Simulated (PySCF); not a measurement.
**Polarisability and C₆ of Si (silicon, neutral)**

[Ne] 3s2 3p2, high-spin 3P determinant. Calculation: PySCF 2.14, in def2-QZVPPD; the non-relativistic Hamiltonian (point nucleus). Coupled (time-dependent) response in atomic units; α is the mean over directions.

| method | mean α (bohr³) | α xx, yy, zz | C₆ (like pair) | S(−4) |
| --- | --- | --- | --- | --- |
| UHF | 38.33 | 32.58, 41.21, 41.21 | 314.5 | 553.2 |
| PBE | 40.86 | 33.59, 44.49, 44.49 | 333.4 | 730.4 |
| PBE0 | 39.31 | 32.81, 42.56, 42.56 | 320.0 | 633.0 |
| PBEsol | 41.07 | 33.69, 44.76, 44.76 | 336.4 | 732.2 |
| PW91 | 40.51 | 33.36, 44.09, 44.09 | 329.6 | 716.2 |

S(−4) is the Cauchy moment in α(ω) = α(0) + S(−4) ω² + …

Reference α: 37.3 ± 0.7 bohr³ (recommended; Schwerdtfeger and Nagle, table of static dipole polarizabilities (2023 update)). Published C₆: 305.0 (Chu and Dalgarno (2004); Tang, Norbeck and Certain (1976)).

α(iu) at PW91:

```tsv
u (hartree)	α(iu) (bohr³)
0	40.51
0.0500	38.83
0.100	34.75
0.200	25.35
0.300	18.07
0.500	9.825
0.750	5.360
1.00	3.346
1.50	1.685
2.00	1.040
3.00	0.5406
5.00	0.2474
```

The components differ because the open shell of this determinant is not spherical; for a pure term their mean is the scalar polarisability.
